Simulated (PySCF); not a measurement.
# Static response to an electric field

Compound: selenium tetrafluoride, SeF4.
Atom-mapped SMILES: `[F:1][Se:2]([F:3])([F:4])[F:5]`

Cartesian coordinates in Å at the PBE0-D3(BJ)/def2-SVP level; atoms count from 1:
```
atom  x, y, z in Å
F1     0.6527   -1.6269   -0.4670
Se2    0.0576    0.0484   -0.5080
F3    -0.5700    1.6873   -0.2237
F4     1.1688    0.3655    0.7531
F5    -1.2755   -0.5083    0.4075
```

Level: B3LYP/def2-SVPD (PySCF), static field, nuclei fixed, core orbitals frozen in the response. The polarisability tensor in these axes (au):

```
x   33.32 -2.41  0.23
y   -2.41 38.84  0.92
z    0.23  0.92 28.51
```

Task: Give the principal values, the mean and the anisotropy Δα = √{½[(α1 − α2)² + (α2 − α3)² + (α1 − α3)²]}.

Result: Principal values 28.39, 32.48 and 39.80 au; mean 33.56 au = 4.97 Å³ = 5.53 × 10⁻⁴⁰ C²·m²/J; Δα = 10.01 au (30 % of the mean).

Task: What is the dipole moment, and where does it point?

Result: (0.19, 0.21, -1.91) D, 1.93 D in size, pointing from the negative to the positive side. Measured along this direction, the outermost atoms are F4 and F5 at the negative end and Se2 at the positive end.

Task: What depolarisation ratio follows for Rayleigh scattering of linearly polarised light, taking the static tensor?

Result: ρ = 3Δα²/(45ᾱ² + 4Δα²) = 300.6/(50669 + 400.8) = 0.00589.

Task: Refractivity n − 1 of an ideal gas of it at 298.15 K and 1 atm, from the electronic α?

Result: N = p/kT = 2.4615 × 10¹⁹ cm⁻³, so n − 1 = 2π × N × 4.97 × 10⁻²⁴ cm³ = 769 × 10⁻⁶ at long wavelengths, for an ideal gas.

Task: Traceless (Buckingham) quadrupole moment about the centre of nuclear charge: eigenvalues?

Result: -7.78, 2.71, 5.08 D·Å. The values depend on the origin, since the dipole doesn't vanish. The electronic extent ⟨r²⟩ about the same centre is 453 bohr², a root-mean-square distance of 1.35 Å for the 70 electrons.

Task: Along which axes do the principal values lie, and how far do the nuclei extend along each?

Result: Largest value along (-0.35, 0.94, 0.07), where the nuclei span 3.54 Å; middle along (0.93, 0.34, 0.13), 2.62 Å; least along (-0.10, -0.11, 0.99), 1.10 Å. The response follows the extents in order.

Task: Form Σ f/ω² (atomic units) for the 6 lowest TDDFT singlets, given as eV and f, and set it beside the mean polarisability, which is this sum over all singlets: 6.06, 0.0352; 7.01, 0.0000; 7.05, 0.0096; 7.28, 0.0438; 7.46, 0.0008; 7.62, 0.0000.

Result: They add up to 1.48 au, 4.4 % of the 33.56 au; the largest single term is 0.71 au, from the state at 6.06 eV. Terms in order: 0.71, 0.00, 0.14, 0.61, 0.01, 0.00 au. Higher excitations give the rest. The strengths listed sum to 0.089.

Geometry: PBE0-D3(BJ)/def2-SVP; no solvent, vibrations or thermal averaging. The calculation is non-relativistic, for selenium too.
